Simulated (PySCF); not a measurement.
Field gradients at the hydrogen positions

C8H10Si.
Cartesian coordinates in Å at the PBE0-D3(BJ)/def2-SVP level; atoms count from 1:
```xyz
19
C8H10Si angstrom
Si    -2.771   -0.375   -0.842
C     -2.054   -0.002    0.873
C     -0.591    0.332    0.800
C     -0.185    1.668    0.609
C      1.163    2.056    0.492
C      2.049    1.005    0.575
C      1.673   -0.281    0.753
C      0.371   -0.706    0.875
C      3.138   -0.013    0.651
H     -4.224   -0.719   -0.740
H     -2.044   -1.529   -1.453
H     -2.617    0.818   -1.728
H     -2.631    0.827    1.313
H     -2.225   -0.884    1.511
H     -0.962    2.436    0.553
H      1.437    3.105    0.351
H      0.061   -1.744    1.023
H      3.679   -0.299   -0.263
H      3.765   -0.073    1.554
```

Level: PBE0/pcSseg-1 (PySCF, non-relativistic); Q(2H) = 0.00286 b; rigid geometry, the same for H and D, with no vibrational averaging.

Question: Rank these positions by the coupling χzz of a deuteron there, largest first.
A. H19 (methylene hydrogen)
B. H15 (aromatic hydrogen)
C. H11 (Si–H hydrogen)

Answer: B (203 kHz), A (195 kHz), C (94 kHz).

Question: What are Vzz, η and χzz (234.96 MHz × Q × Vzz) at all hydrogens?

Answer: 
```json
{"atom": "H10", "bonded to": "Si1", "bond length (Å)": "1.497", "Vzz (au)": "0.1387", "η": "0.01", "χzz (kHz)": "93"}
{"atom": "H11", "bonded to": "Si1", "bond length (Å)": "1.495", "Vzz (au)": "0.1403", "η": "0.02", "χzz (kHz)": "94"}
{"atom": "H12", "bonded to": "Si1", "bond length (Å)": "1.494", "Vzz (au)": "0.1405", "η": "0.02", "χzz (kHz)": "94"}
{"atom": "H13", "bonded to": "C2", "bond length (Å)": "1.102", "Vzz (au)": "0.2921", "η": "0.05", "χzz (kHz)": "196"}
{"atom": "H14", "bonded to": "C2", "bond length (Å)": "1.102", "Vzz (au)": "0.2914", "η": "0.05", "χzz (kHz)": "196"}
{"atom": "H15", "bonded to": "C4", "bond length (Å)": "1.094", "Vzz (au)": "0.3017", "η": "0.09", "χzz (kHz)": "203"}
{"atom": "H16", "bonded to": "C5", "bond length (Å)": "1.093", "Vzz (au)": "0.3039", "η": "0.06", "χzz (kHz)": "204"}
{"atom": "H17", "bonded to": "C8", "bond length (Å)": "1.094", "Vzz (au)": "0.3022", "η": "0.07", "χzz (kHz)": "203"}
{"atom": "H18", "bonded to": "C9", "bond length (Å)": "1.101", "Vzz (au)": "0.2901", "η": "0.05", "χzz (kHz)": "195"}
{"atom": "H19", "bonded to": "C9", "bond length (Å)": "1.101", "Vzz (au)": "0.2900", "η": "0.05", "χzz (kHz)": "195"}
```

Question: Average by the element that carries the hydrogen.

Answer: on Si: 94 kHz over 3 positions, mean bond length 1.495 Å; on C: 199 kHz over 7 positions, mean bond length 1.098 Å.

Question: Give the 2H NMR doublet splittings at H11 for a magnetic field along the z, y and x axes of the gradient: 3χ/2, 3χ(1 + η)/4, 3χ(1 − η)/4.

Answer: With |χ| = 94.3 kHz and η = 0.023: 141, 72 and 69 kHz, to first order and without motion.

Geometry: PBE0-D3(BJ)/def2-SVP, one conformer, isolated molecule. A larger basis could move these couplings by a tenth or more.
